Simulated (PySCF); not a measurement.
H3Ti, SMILES [TiH3+] (connectivity only; charge and spin as stated), charge +1, multiplicity 1. Atoms are numbered in the order given.

```xyz
4

Ti     0.0884    -0.1230     0.0000
H     -0.2141     1.6677     0.4096
H     -1.5169    -0.6286     0.0000
H     -0.2141     1.6677    -0.4096
```
Charge +1, spin multiplicity 1.

Geometry optimised at ωB97X-D3(BJ)/def2-TZVPD. The multiplicity is an assumed one; other spin states were not compared.

Computed with M06-2X/def2-TZVPD (PySCF).

Mulliken values depend strongly on the basis, most of all with diffuse functions as here. ESP charges are fitted to the potential on shells at 1.4 to 2.0 van der Waals radii. Atomic charges (e):

| atom | Mulliken | ESP fit |
|---|---|---|
| Ti1 | 0.43 | [?] |
| H2 | 0.21 | [?] |
| H3 | 0.16 | [?] |
| H4 | 0.21 | [?] |

Question: Fill in the missing entries. (An estimate is asked for; the answer gives what the named calculation found.)

Answer: 
- Ti1, ESP fit: 1.17
- H2, ESP fit: 0.08
- H3, ESP fit: -0.32
- H4, ESP fit: 0.08
